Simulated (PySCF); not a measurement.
Compound: C3H8O2Si.
InChI=1S/C3H8O2Si/c1-3(2)6(4)5/h4-6H,1H2,2H3

Torsions of this conformer, `[CH2:1]=[C:2]([CH3:3])[SiH:4]([OH:5])[OH:6]`: C1–C2–Si4–O5 -4°, H–O5–Si4–C2 101°, H–O6–Si4–C2 -179°.

The closed-shell ground state was solved at several levels (PySCF, density fitting, gas phase, non-relativistic). Geometry: PBE0-D3(BJ)/def2-SVP, one conformer, isolated molecule.

```tsv
level	basis functions	total energy (Eh)	HOMO (eV)	LUMO (eV)	gap (eV)	dipole (D)
CAM-B3LYP/def2-SVPD	194	-558.7681	-8.87	0.60	9.47	1.76
BP86/pcSseg-1	149	-559.1410	-6.47	-1.23	5.24	1.77
B97-2/pcSseg-1	149	-559.0251	-7.25	-0.20	7.05	1.86
HF/def2-SVPD	194	-556.7268	-9.93	2.08	12.01	1.90
LC-wPBE/def2-SVPD	194	-558.6271	-10.27	1.70	11.97	1.76
PBE0/6-31+G*	128	-558.6979	-7.48	-0.39	7.09	1.94
PBE0/cc-pVTZ	296	-558.8395	-7.48	-0.18	7.30	1.60
B97-D/pcSseg-1	149	-558.9216	-6.31	-1.02	5.29	1.78
LDA/pcSseg-1	149	-555.7741	-6.52	-1.34	5.18	1.86
```

**Question.** Estimate the row for PBE/def2-SVPD, a basis of 194 functions; the other rows only guide the guess.

**Answer.** Total energy -558.4049 Eh, HOMO -6.46 eV, LUMO -1.31 eV, gap 5.15 eV, dipole 1.57 D.

**Question.** Over all these levels, which gives the widest orbital gap and which the narrowest?

**Answer.** HF/def2-SVPD (Hartree–Fock, all exact exchange) has the widest, 12.01 eV, and PBE/def2-SVPD (GGA) the narrowest, 5.15 eV. The two share the basis. From the narrowest to the widest the HOMO moves by -3.47 eV and the LUMO by +3.39 eV.

**Question.** How far do the dipole and the HOMO energy spread over the levels?

**Answer.** The dipole runs from 1.57 to 1.94 D (mean 1.78 D) and the HOMO from -10.27 to -6.31 eV.

B97-D is run here without its empirical dispersion term; that term would change no orbital, density or response property at a fixed geometry.
